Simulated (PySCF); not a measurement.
# Unknown compound

The spectra below were simulated for a compound C$_{4}$H$_{4}$BF$_{3}$O$_{2}$.

¹H NMR (400 MHz, computed): δ 7.68 (d, J = 4.2 Hz, 1H), 5.23 (d, J = 4.2 Hz, 1H), 4.36 (br, 2H).

¹³C{¹H} NMR (computed): δ 189.5 (CH), 182.4 (C, q, J = 43.3 Hz), 122.4 (C, q, J = 347.0 Hz), 97.2 (CH).

[PySCF: structure optimised with PBE0-D3(BJ)/def2-SVP; J couplings at B3LYP/pcJ-1 (spin–dipole term only in couplings to heteroatoms); σ from GIAO-PBE0/pcSseg-1; single conformer; fast rotation and ring inversion assumed for equivalent nuclei; no relativistic terms; isolated molecule]

δ = σ(ref) − σ, references computed at the same level: ¹H (σ = 31.27 ppm) and ¹³C (σ = 184.41 ppm) vs TMS.

**Question.** What is the structure?

**Answer.** 
1. 4 carbon signals for 4 carbons: no two carbons are equivalent.
2. Carbon types of the structure: 2 × C, 2 × CH, leaving 2 H on heteroatoms.
3. δC 189.5: alkene carbon bearing oxygen; an sp2 carbon further deshielded by the attached heteroatom.
4. δC 182.4: ketone carbonyl carbon; the double bond to the heteroatom, with no lone-pair donor beside it, deshields it most.
5. δC 122.4: CF3 carbon; 3 electronegative neighbours deshield it.
6. δC 97.2: β carbon of an enol-ether or enamine type C=C; the O or N lone pair pushes π density onto this β carbon and shields it.
7. δH 7.68: hydrogen on an alkene carbon bearing oxygen; a vinylic proton, deshielded by the sp2 carbon and the C=C anisotropy.
8. δH 5.23: hydrogen on a β carbon of an enol-ether or enamine type C=C; a vinylic proton, deshielded by the sp2 carbon and the C=C anisotropy.
9. δH 4.36: hydrogen on a boron bonded to 2 O, in a 6-membered ring.
10. The protons at 7.68 and 5.23 share a coupling of 4.2 Hz (vicinal, cis across C=C).

These data were computed for SMILES FC(F)(F)C1=[O+][BH2-]OC=C1.

This is the structure that produced the data.

Hydrogens on boron are broadened and split by ¹¹B (spin 3/2, 80 %) and 10B (spin 3). C–F couplings over four or more bonds (about 3 Hz to the para carbon of a fluoroarene) are left out. Common functionals overestimate the size of one-bond C–F couplings by tens of Hz; these are unscaled. Multiplet labels drop couplings under 1 Hz and merge nearly equal ones. Unscaled 3J(H,H) at this level run about 10 % above measured values. Shifts are as computed. Against solution values, carbons near 30 ppm lie about +2 ppm off and those near 130 ppm about +5 ppm. Of 1309 compounds with measured shifts, 239 miss one by over three times the rms of a fit or turn the order of signals round; such compounds aren't used in these exercises.
